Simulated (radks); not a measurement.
Results of a calculation; reference values are marked as such.
Q: Radial electron density D(r) = 4 pi r^2 rho(r) of an atom or ion with 37 electrons. Code: a radial shooting solver on a logarithmic mesh with Libxc functionals. Model: Dirac Kohn-Sham, PBE, spin-unpolarised, spherical densities, finite nucleus; Fermi nuclear charge, rms radius of each element as measured or else 0.836 A^(1/3) + 0.57 fm.

| r (bohr) | D(r) (e/bohr) |
|---|---|
| 0.004449 | 10.71 |
| 0.005793 | 15.82 |
| 0.007543 | 22.58 |
| 0.009822 | 30.85 |
| 0.01279 | 39.85 |
| 0.01665 | 47.94 |
| 0.02169 | 52.87 |
| 0.02824 | 52.92 |
| 0.03677 | 48.86 |
| 0.0475 | 45.33 |
| 0.06185 | 47.97 |
| 0.08053 | 57.71 |
| 0.1049 | 65.42 |
| 0.1365 | 60.15 |
| 0.1778 | 46.08 |
| 0.2315 | 41.08 |
| 0.3015 | 48.18 |
| 0.3925 | 47.19 |
| 0.5071 | 30.75 |
| 0.6603 | 14.89 |
| 0.8597 | 10.79 |
| 1.119 | 9.828 |
| 1.458 | 5.764 |
| 1.898 | 1.913 |
| 2.472 | 0.3643 |
| 3.218 | 0.03769 |
| 4.191 | 0.001694 |

What is the nuclear charge?

A: Z = 42. The innermost maximum, from 1s, lies near gamma/Z bohr with gamma = sqrt(1 - (Z/c)^2) = 0.952, here 0.0227 bohr (found: 0.0248), and its height grows with Z. The density is that of the molybdenum ion Mo5+ in [Ar] 3d10 4s2 4p(1/2: 2, 3/2: 3) 4d(3/2: 2, 5/2: 0); the configuration itself is not fixed sharply by these data, and Z only to a few units. D(r) has 3 maxima, at r = 0.0248, 0.109, 0.340 bohr, and minima at 0.0498, 0.219 bohr, inside which lie 2.05, 11.07 electrons.
